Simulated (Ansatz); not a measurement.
`[SeH]C1OCS1` → 2 C• + 4 H• + O• + S• + Se•  (atomization)

Program: Ansatz. Geometries: PBE0-D4/def2-TZVP. ΔE: electronic, gas phase. CCSD(T)/CBS adds triple-zeta CCSD(T) − MP2 to the extrapolated MP2 energy (def2 sets, frozen cores). This one scheme is used for every species, atoms too. Functionals use def2-TZVPP. No spin–orbit coupling; open shells (•) take unrestricted orbitals. Spin–orbit coupling would lower the free atoms: a little for C, O, S; clearly for Se. Bonds to Se are less sure, by a few kJ/mol each and by 10 to 20 or more in all where they break to atoms, as the def2 sets lack core-valence functions. Scalar relativity is left out up to krypton. Each species was taken in one conformer, which may not be the lowest.

| level | ΔE (kJ/mol) |
| --- | --- |
| PBE-D4 | 3284.3 |
| ωB97X-V | 3173.0 |

(1) What does CCSD(T)/CBS give? (Estimate.)

Largest T1 diagnostic among the species: 0.012.

Results:

(1) The calculation gave: +3158.8 kJ/mol. The listed levels differ from it by 125.5, 14.2 kJ/mol.

In def2-TZVPP, CCSD(T) changes the Hartree–Fock value by +990.6 kJ/mol (the triples alone add +75.9 kJ/mol) and MP2 by +1073.8 kJ/mol; breaking electron pairs costs correlation energy, which Hartree–Fock lacks. The D4 term adds +39.6 kJ/mol with B3LYP and +20.3 kJ/mol with PBE0; it sums over pairs of atoms, weighted by their polarisabilities, and B3LYP, whose exchange is more repulsive, gets the larger term. From PBE to PBE0 (25 % exact exchange), in def2-TZVPP and without D4, ΔE moves by −94.6 kJ/mol: exact exchange takes away binding that semilocal exchange gives to molecules.

B3LYP here is the variant with VWN-RPA as its local correlation; programs differ in this.

For atomizations the MP2-based limit and the directly extrapolated one differ by several kJ/mol either way, and by 10 to 25 for some Ge, Se and Sn compounds, so smaller differences from it don't rank the levels.
